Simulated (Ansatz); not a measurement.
Reaction (substitution at a C–N bond): `C[N](C)[Ga]([Cl])[Cl]` + `C[O][GeH]([OH])[OH]` → `C[O][GeH]([OH])[O]C` + `C[NH][Ga]([Cl])[Cl]`

Computed with Ansatz on PBE0-D4/def2-TZVP structures; ΔE is electronic, products minus reactants. CCSD(T)/CBS is the MP2 limit (def2-TZVPP, def2-QZVPP) plus CCSD(T) − MP2 in def2-TZVPP, frozen cores. DFT in def2-TZVPP. B3LYP here is the variant with VWN-RPA as its local correlation; programs differ in this. For Ga, Ge outer-core shells are correlated without core-valence functions, which leaves a few kJ/mol of doubt a bond. Scalar relativity is left out up to krypton. Each species was taken in one conformer, which may not be the lowest.

```json
{"level": "PBE-D4", "ΔE (kJ/mol)": "31.7", "difference from CCSD(T)/CBS": "0.0"}
{"level": "B3LYP-D4", "ΔE (kJ/mol)": "27.4", "difference from CCSD(T)/CBS": "-4.3"}
{"level": "ωB97X-V", "ΔE (kJ/mol)": "26.7", "difference from CCSD(T)/CBS": "-5.0"}
{"level": "PBE", "ΔE (kJ/mol)": "30.0", "difference from CCSD(T)/CBS": "-1.7"}
{"level": "HF/def2-TZVPP", "ΔE (kJ/mol)": "17.2", "difference from CCSD(T)/CBS": "-14.5"}
{"level": "MP2/def2-TZVPP", "ΔE (kJ/mol)": "36.8", "difference from CCSD(T)/CBS": "5.1"}
{"level": "SCS-MP2/def2-TZVPP", "ΔE (kJ/mol)": "31.7", "difference from CCSD(T)/CBS": "0.0"}
{"level": "CCSD/def2-TZVPP", "ΔE (kJ/mol)": "29.6", "difference from CCSD(T)/CBS": "-2.1"}
{"level": "HF/CBS(def2)", "ΔE (kJ/mol)": "17.1", "difference from CCSD(T)/CBS": "-14.6"}
{"level": "MP2/CBS(def2)", "ΔE (kJ/mol)": "37.1", "difference from CCSD(T)/CBS": "5.4"}
{"level": "CCSD(T)/CBS", "ΔE (kJ/mol)": "31.7", "difference from CCSD(T)/CBS": "0"}
```

Largest T1 diagnostic among the species: 0.012.

In def2-TZVPP, CCSD(T) changes the Hartree–Fock value by +14.2 kJ/mol (the triples alone add +1.8 kJ/mol) and MP2 by +19.6 kJ/mol.
